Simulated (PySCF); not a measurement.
A calculated (TPSS, PySCF 2.14, x2c-SVPall, the spin-free X2C one-electron Hamiltonian (Gaussian nucleus)) atom or ion has these occupied shells.

| shell | electrons | orbital energy (eV) | rms radius, mean of both spins (bohr) |
| --- | --- | --- | --- |
| 1s α | 1 | -31605.2 | 0.0318 |
| 1s β | 1 | -31605.1 | 0.0318 |
| 2s α | 1 | -4856.5 | 0.130 |
| 2s β | 1 | -4856.5 | 0.130 |
| 2p α | 3 | -4363.4 | 0.115 |
| 2p β | 3 | -4363.3 | 0.115 |
| 3s α | 1 | -977.75 | 0.344 |
| 3s β | 1 | -977.68 | 0.344 |
| 3p α | 3 | -816.42 | 0.344 |
| 3p β | 3 | -816.34 | 0.344 |
| 3d α | 5 | -571.01 | 0.323 |
| 3d β | 5 | -570.93 | 0.323 |
| 4s α | 1 | -175.44 | 0.816 |
| 4s β | 1 | -175.22 | 0.816 |
| 4p α | 3 | -125.27 | 0.877 |
| 4p β | 3 | -125.05 | 0.877 |
| 4d α | 5 | -51.630 | 1.06 |
| 4d β | 5 | -51.244 | 1.06 |
| 5s α | 1 | -24.601 | 2.16 |
| 5s β | 1 | -22.017 | 2.16 |
| 5p α | 3 | -14.722 | 2.64 |

Question: Name the element and its charge.

Answer: Te+ (tellurium, charge +1), in [Kr] 4d10 5s2 5p3, high-spin 4S determinant.
